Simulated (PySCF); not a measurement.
Geometry (Å), atoms numbered from 1 in this order:
```xyz
13

Si    0.207   -0.006    0.148
C     0.294   -0.017    2.008
N     0.299   -0.021    3.167
C     1.981   -0.017   -0.417
N     3.070   -0.017   -0.812
C    -0.589    1.577   -0.414
H    -0.583    1.632   -1.513
H    -0.048    2.448   -0.017
H    -1.632    1.623   -0.065
C    -0.615   -1.572   -0.426
H    -1.641   -1.633   -0.033
H    -0.054   -2.451   -0.078
H    -0.657   -1.598   -1.526
```

Geometry: PBE0-D3(BJ)/def2-SVP; GIAO absolute shieldings from PySCF, gas phase, non-relativistic, averaged over equivalent atoms.

At PBE0/pcSseg-1 (156 basis functions, 22 s wall time on 1 thread of an Arm Neoverse V1, shared host):
```json
{"atoms": "Si1", "σ (ppm)": "395.2"}
{"atoms": "C2/C4", "σ (ppm)": "59.5"}
{"atoms": "C6/C10", "σ (ppm)": "186.2"}
{"atoms": "N3/N5", "σ (ppm)": "-107.6"}
{"atoms": "H7/H8/H9/H11/H12/H13", "σ (ppm)": "30.68"}
```

What do these become at wB97X-D/pcSseg-1?

## Answers


```
               atoms  σ at wB97X-D/pcSseg-1  change
                 Si1                  393.5    -1.7
               C2/C4                   59.0    -0.5
              C6/C10                  186.3    +0.1
               N3/N5                 -106.7    +0.9
H7/H8/H9/H11/H12/H13                  30.80   +0.12
```

The largest change is at Si1 (silicon bonded to 4 C). Cost: 156 basis functions, 17 s wall time on 1 thread of an Arm Neoverse V1, shared host.
